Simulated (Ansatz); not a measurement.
`O[SiH](O)O` and `O[SiH](O)S` differ in one atom or group.

Ansatz, PBE0-D4/def2-TZVP geometries, multiplicity 1. Each molecule was computed in one conformer, which needn't be the lowest.

| property | `O[SiH](O)O` |
| --- | --- |
| size of the dipole moment (ωB97M-V/def2-TZVPP) / D | 1.61 |
| HOMO–LUMO gap (PBE0/def2-TZVPP) / eV | 9.82 |
| HOMO energy (PBE0/def2-TZVPP) / eV | -9.06 |
| zero-point energy (PBE0-D4/def2-TZVP) / kJ/mol | 136.0 |
| LUMO energy (ωB97M-V/def2-TZVPP) / eV | 2.20 |
| LUMO energy (PBE/def2-TZVPP) / eV | -0.13 |

(1) Give the same properties after the change, and the shifts. (Best estimate.)

Answers

(1) Ansatz gave: 
| property | `O[SiH](O)S` | shift |
| --- | --- | --- |
| size of the dipole moment (ωB97M-V/def2-TZVPP) / D | 2.05 | 0.44 |
| HOMO–LUMO gap (PBE0/def2-TZVPP) / eV | 8.10 | -1.72 |
| HOMO energy (PBE0/def2-TZVPP) / eV | -7.67 | 1.39 |
| zero-point energy (PBE0-D4/def2-TZVP) / kJ/mol | 123.6 | -12.4 |
| LUMO energy (ωB97M-V/def2-TZVPP) / eV | 2.02 | -0.18 |
| LUMO energy (PBE/def2-TZVPP) / eV | -0.51 | -0.38 |

With PBE0 the HOMO rises by 1.39 eV and the LUMO falls by 0.33 eV, so the gap narrows by about 1.72 eV. PBE moves the HOMO by 1.05 eV and ωB97M-V by 1.55 eV. Dipoles are sizes alone; their direction can turn.
